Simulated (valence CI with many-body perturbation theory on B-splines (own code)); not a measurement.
Ce²⁶⁺: key properties

Level of theory: relativistic CI+MBPT: four valence electrons over a frozen Dirac-Fock core [Ar] 3d10, radial functions for each j: 9 s, 9 p, 8 d, 6 f, 3 g, 1 h, with the one-electron correlation potential Σ1 (screened to all orders), the two-electron term Σ2, the three-electron term Σ3, Breit, model QED; selected single and double excitations, second order for the rest, scaled by the run's own slope (own B-spline code, finite nucleus).

The last digits are not significant, and no measured levels were compared; by estimate large intervals hold to a few tenths of a per cent, small ones and those within an open d or f shell to about a per cent.

Levels are named by their leading jj configuration (3d3/2^4 stands for four electrons in 3d with j = 3/2), which in mixed levels can hold well under half, so a name can repeat and another be missing.

Rates and lifetimes use the calculated energies. Strong lines usually hold to 10 to 20 %, long lifetimes can be off by a factor of two.

Q: What is the ground level?

A: (4s^2 4p1/2^2) J=0, composition 75 % 4s2.4p2 3P + 24 % 4s2.4p2 1S.

Q: What are the static dipole polarisabilities of the lowest levels?

A: (4s^2 4p1/2^2) J=0 0.126; (4s^2 4p1/2 4p3/2) J=1 0.137 (tensor 0.0053); (4s^2 4p1/2 4p3/2) J=2 0.136 (tensor 0.0081) bohr³, of which the core gives 0.00774.

Q: Among levels below 189.07 eV, which E1 lines absorb most strongly from the ground level?

A: to (4s^2 4p1/2 4d3/2) J=1 at 9.246 nm, f = 1.51; to (4s 4p1/2^2 4p3/2) J=1 at 13.80 nm, f = 0.422; to (4s 4p1/2 4p3/2^2) J=1 at 10.34 nm, f = 0.176.

Q: How well does LS coupling describe the low levels?

A: Among the lowest 20 levels the leading LS term, summed over configurations, holds 66 % on average. For single configurations the figures are 62 % in LS and 84 % in jj coupling. Terms mix most in the J = 2 level at 133.64 eV, where the leading one holds 41 %.

Q: Name the longest-lived excited levels whose lifetime is computed, and their main decay.

A: (4s^2 4p1/2 4p3/2) J=2 at 24.99 eV lives 1.26 ms, mostly by E2 to (4s^2 4p1/2^2) J=0; (4s^2 4p3/2 4d5/2) J=4 at 151.82 eV lives 14.2 μs, mostly by M1 to (4s^2 4p1/2 4d5/2) J=3; (4s^2 4p1/2 4p3/2) J=1 at 22.15 eV lives 13.0 μs, mostly by M1 to (4s^2 4p1/2^2) J=0.
